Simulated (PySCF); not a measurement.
trifluoro(fluorosilyl)silane (F4H2Si2), SMILES F[SiH2][Si](F)(F)F.

The structure is a stationary point at ωB97X-D3(BJ)/def2-SVP. Other conformers were not sampled.

All values below come from PySCF with PBE/def2-TZVP.

The molecule is in vacuum.

The total energy comes out as -979.34666 hartree, the point group comes out as Cs and the highest occupied level is -8.11 eV. The lowest empty level comes out as -2.30 eV, the orbital gap comes out as 5.81 eV and the dipole moment is 1.89 D. The quadrupole, principal values (traceless, Buckingham form, about the centre of nuclear charge) is -5.11, 1.04, 4.07 D·Å, the mean static polarisability comes out as 49.3 bohr³ (7.31 Å³) and the polarisability, principal values comes out as 44.8, 46.9, 56.3 bohr³.
